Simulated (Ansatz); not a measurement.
Consider the redistribution: `[OH][Ga]([OH])[O][SiH3]` + `F[SiH](F)[SeH]` → `[OH][Ga]([OH])[F]` + `F[SiH]([SeH])O[SiH3]`.

Calculated with Ansatz (gas phase, PBE0-D4/def2-TZVP geometries, no zero-point term in ΔE). CCSD(T)/CBS adds triple-zeta CCSD(T) − MP2 to the extrapolated MP2 energy (def2 sets, frozen cores). DFT in def2-TZVPP. For Ga, Se outer-core shells are correlated without core-valence functions, which leaves a few kJ/mol of doubt a bond. Scalar relativity is left out up to krypton. Each species was taken in one conformer, which may not be the lowest.

```csv
level,ΔE (kJ/mol)
ωB97M-V,6.0
MP2/def2-TZVPP,8.9
```

Question: What does CCSD(T)/CBS give? (Estimate.)

Answer: Ansatz gave: +10.4 kJ/mol. The listed levels differ from it by -4.4, -1.5 kJ/mol.

Largest T1 diagnostic among the species: 0.014.

The D4 term adds −3.3 kJ/mol with B3LYP and −1.9 kJ/mol with PBE0; it sums over pairs of atoms, weighted by their polarisabilities, and B3LYP, whose exchange is more repulsive, gets the larger term.

B3LYP here is the variant with VWN-RPA as its local correlation; programs differ in this.
